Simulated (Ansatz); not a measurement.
The cluster Zr₂S₄⁻, relaxed as a doublet with UKS PBE0-D4/def2-SVPD in Ansatz, starting from the GFN1-xTB geometry. Force threshold 0.02 eV/Å.

In the def2 sets Zr takes a core potential; there is no spin–orbit coupling. The charge -1 doublet is spin-contaminated (final ⟨S²⟩ up to 1.10, 0.75 for a pure state). The relaxation made no stability test and no search for a lower SCF solution. No other spin state of charge -1 was run. Another isomer (doublet) lies 2.75 eV lower at PBE0-D4/def2-TZVPD; other spin states weren't run for this one.

Start:

```xyz
6

Zr   -0.136    0.861    0.341
Zr    0.687   -1.724   -0.891
S    -1.415    1.470    2.268
S    -1.395    2.897    0.656
S     1.915    0.374   -0.885
S     0.344   -3.878   -1.489
```

**Question.** Estimate the energy that the relaxation releases and the steps that it takes.

**Answer.** 1.74 eV, in 26 steps; 5.6 min on 4 threads of Arm Neoverse V1 on a shared host. No frequencies were taken in this run, so the end may be a saddle point.

**Question.** Does the start keep its bonding?

**Answer.** Bonds formed: Zr1–S6 (atoms count from 1).

**Question.** Predict the relaxed structure.

**Answer.** 
```xyz
6

Zr   -0.193    0.268   -0.138
Zr    1.530   -1.961   -0.148
S    -1.119    1.202    1.901
S    -1.732    2.226    0.120
S     2.225    0.266   -0.720
S    -0.710   -2.001   -1.015
```
Bond lengths (bridged metal pairs left out): 6 × S–Zr 2.40 to 2.50 Å; 1 × S–S 2.14 Å.
